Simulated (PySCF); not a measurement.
C₂H₈Cl₂Si₂, SMILES [SiH](CC[SiH3])(Cl)Cl, singlet at its PBE0/def2-SVP optimised geometry (Å):

```
14

Si    -0.5063    -0.3732     0.0000
C     -1.1544    -1.2693    -1.5345
C     -0.7000    -0.6394    -2.8570
Si    -1.3667    -1.5148    -4.3662
Cl    -3.4330    -1.4628    -4.3230
Cl    -0.7071    -0.5574    -6.0721
H     -0.9775     1.0466     0.0000
H      0.9901    -0.3732     0.0000
H     -0.9901    -1.0466     1.2440
H     -2.2566    -1.2870    -1.4778
H     -0.8322    -2.3239    -1.4707
H     -1.0102     0.4179    -2.9277
H      0.4014    -0.6378    -2.9460
H     -0.9569    -2.9402    -4.4501
```

Method: PBE0/def2-TZVP (PySCF). Cells within 0.4 Å of a nucleus heavier than hydrogen are left out (blank, or x).

Map of the HOMO amplitude (bohr^(-3/2)) on the plane z = 0.0 Å; orbital energy -8.25 eV, overall sign arbitrary:

```
|5555555555555555555555555555555|
|5555555555555555555555555555555|
|5555555555555555555555555555555|
|5555555555555555555555555555555|
|5555555556666665555555555555555|
|5555555666666666655555555555555|
|5555556666666666666555555555555|
|5555556666666666666655555555555|
|5555566666777766666666555555555|
|5555566667888776666666655555555|
|5555566667898877766666665555555|
|5555556667899877776666666555555|
|5555555667788887777766666555555|
|5555555556677888777776666655555|
|5555555555566778888877666655555|
|5555555444456x67888887766665555|
|555555443335xxx6789998766665555|
|555554432214xxx6778997766665555|
|555554432101xx55677887666655555|
|5555544321000234566776666655555|
|5555554321000123456666666655555|
|5555554432111123455666666555555|
|5555555433222234455556655555555|
|5555555544333344455555555555555|
|5555555554444444555555555555555|
|5555555555555555555555555555555|
|5555555555555555555555555555555|
|5555555555555555555555555555555|
|5555555555555555555555555555555|
|5555555555555555555555555555555|
|5555555555555555555555555555555|
```
Scale: ten equal steps from -0.055 (start of '0') to 0.041 (end of '9'), in the order '0123456789'; x runs from -3.50 to 3.50, y from -3.50 (bottom) to 3.50 (top).
